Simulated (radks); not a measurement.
Task: These are the eigenvalues of the occupied orbitals of an atom or ion with whole-number occupations (eV). Method: Dirac Kohn-Sham, PBE, spin-unpolarised, spherical densities, finite nucleus; Fermi nuclear charge, rms radius of each element as measured or else 0.836 A^(1/3) + 0.57 fm; computed with a radial shooting solver on a logarithmic mesh with Libxc functionals.

orbital  eigenvalue
1s1/2     -4403.695
2s1/2     -481.2371
2p1/2     -398.2777
2p3/2     -393.6353
3s1/2      -62.0288
3p1/2      -40.9555
3p3/2      -40.4456
3d3/2       -9.9883
3d5/2       -9.9553
4s1/2       -9.7271

Which element is it, and in what charge state? The configuration may be excited. Open shells, if any, are shared by 2j + 1.

Result: Z = 21, scandium, charge +1: Sc+ in [Ar] 3d1 4s1. The list shows which subshells hold electrons but not how many an open one holds; the 1s level, -161.83 hartree, gives Z - s = 18.0 by -(Z - s)^2/2, which with screening and relativity narrows Z to a few neighbours, and the depths of the outer levels then fix element, charge and occupations together.
